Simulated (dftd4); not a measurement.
singlet oxygen (O2), singlet, at a GFN2-xTB geometry; D4 for tpssh in dftd4 4.2.0.

Here is a job for dftd4.
```
$ dftd4 mol.xyz --func tpssh --charge 0 --json dftd4.json --noedisp --grad

# file mol.xyz
2

O     -0.00000000    -0.00000000    -0.60495136
O      0.00000000     0.00000000     0.60495136
```

It wrote (shortened):

```
                    ____  _____ _____     ____  _  _
      -------------|  _ \|  ___|_   _|---|  _ \| || |------------
     |             | | | | |_    | | ___ | | | | || |_           |
     |             | |_| |  _|   | ||___|| |_| |__   _|          |
     |             |____/|_|     |_|     |____/   |_|            |
     |             ===================================           |
     |            E. Caldeweyher, S. Ehlert & S. Grimme          |
     |          Mulliken Center for Theoretical Chemistry        |
     |                    University of Bonn                     |
      -----------------------------------------------------------

Rational (Becke-Johnson) damping: tpssh-D4-ATM
---------------------
  s6         1.0000
  s8         1.8590
  s9         1.0000
  a1         0.4429
  a2         4.6023
 alp        16.0000
--------------------

Dispersion energy:      -3.4111203710234E-04 Eh

Gradient norm:           1.2145008592216E-06 Eh/a0
--------------------------------------------------
     #    Z           dE/dx      dE/dy      dE/dz
--------------------------------------------------
     1    8 O     0.000E+00  0.000E+00 -8.588E-07
     2    8 O     0.000E+00  0.000E+00  8.588E-07
--------------------------------------------------

Virial:
--------------------------------------------------
      component           x          y          z
--------------------------------------------------
          x       0.000E+00  0.000E+00  0.000E+00
          y       0.000E+00  0.000E+00  0.000E+00
          z       0.000E+00  0.000E+00  1.964E-06
--------------------------------------------------

[Info] Dispersion results written to 'dftd4.txt'
[Info] JSON dump of results written to 'dftd4.json'
```
